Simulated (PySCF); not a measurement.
Mapped SMILES: `[CH3:1][O:2][B:3]([O:4][CH3:5])[B:6]([F:7])[F:8]`. Each H is labelled by its parent atom.

[PySCF 2.14.0 with density-fitted response routines: coordinates at the PBE0-D3(BJ)/def2-SVP level; σ from GIAO-CAM-B3LYP/pcSseg-1; no solvent; one conformer; relativity neglected; equivalent nuclei averaged]

Shifts are taken against calculated references (same method and geometry level): TMS for ¹³C and ¹H; ¹⁷O vs H2O; ¹¹B against BF3·OEt2; CFCl3 for ¹⁹F.

```
      atoms  nucleus  count  δ (ppm)
H(C1)/H(C5)       ¹H      6     3.69
         B3      ¹¹B      1     27.4
         B6      ¹¹B      1        ?
      O2/O4      ¹⁷O      2        ?
      F7/F8      ¹⁹F      2    -24.3
      C1/C5      ¹³C      2     54.0
```

Problem. Complete the table.

Solution. 
- O2/O4: 121.5 ppm, oxygen bonded to C, B
- B6: 28.2 ppm, boron bonded to B, 2 F

Shifts are as computed, not scaled to solution data. Of 1309 compounds with measured shifts, 239 miss one by over three times the rms of a fit or turn the order of signals round; such compounds aren't used in these exercises. Unscaled 19F shifts against computed CFCl3 carry errors that often reach 10 to 50 ppm. Experimental scales use liquid or dissolved standards, which lie at an offset from isolated H2O (liquid H2O: subtract about 36 ppm).
